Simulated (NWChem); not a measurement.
C$_{2}$H$_{4}$BrCl; SMILES C[C@@H](Cl)Br

Results from NWChem. Structure relaxed at the PBE0/def2-SVP level. Vertical excitations in the gas phase; the lowest state need not have the same character in each row.

For level B3LYP/def2-SVP, TDA:

| Property | Result |
|---|---|
| lowest excitation, singlet (eV) | 6.07 |
| orbital gap (eV) | 7.21 |

Q: How do the values read with level B3LYP/aug-cc-pVDZ, TDA instead?

A: The lowest excitation, singlet (eV) comes out as 5.79. The orbital gap (eV) is 6.90.
